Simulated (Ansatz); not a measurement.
Molecule: ethoxygermane, C$_{2}$H$_{8}$GeO, net charge 0, singlet state. 
Coordinates optimised at B3LYP-D3(BJ)/def2-TZVP (Ansatz, a quantum-chemistry and plane-wave program):
SMILES: C([O][GeH3])C
```xyz
12

C      2.8889    -0.1220     0.0285
C      1.5041    -0.0035    -0.5744
O      0.5411    -0.0702     0.4702
Ge    -1.1939     0.0443     0.0486
H      2.9927    -1.0698     0.5583
H      3.0651     0.6882     0.7374
H      3.6512    -0.0739    -0.7523
H      1.4112     0.9457    -1.1198
H      1.3388    -0.8127    -1.2989
H     -1.9285    -0.0620     1.3888
H     -1.4550     1.3955    -0.6493
H     -1.5584    -1.1130    -0.9047
```

Property: atomisation energy (electronic, to ground-state atoms), in kJ/mol. Cores are frozen in the correlated levels unless marked. Open shells are spin-unrestricted. No spin-orbit coupling. Frozen are the shells of the preceding noble gas and the d and f shells that filled before the atom's block. Non-relativistic. The coupled-cluster limit lacks core correlation, which all-electron functionals hold. CBS(X,Y): correlation extrapolated as X^-3; Hartree-Fock from the larger set.

```csv
level,program,atomisation energy (kJ/mol)
PBE0/6-31G*,Ansatz,?
CAM-B3LYP-D4/def2-TZVPD,Ansatz + dftd4,4189.9
LC-wPBE-D4/def2-TZVPD,Ansatz + dftd4,?
SCS-MP2/6-31G,Ansatz,3543.2
CCSD/aug-cc-pVDZ,Ansatz,3880.1
"CCSD(T)/CBS(aug-cc-pVTZ,aug-cc-pVQZ)",Ansatz,4175.8
```

### Question
Complete the blanks.

### Answer

- PBE0/6-31G*, atomisation energy (kJ/mol): 4125.8
- LC-wPBE-D4/def2-TZVPD, atomisation energy (kJ/mol): 4168.6
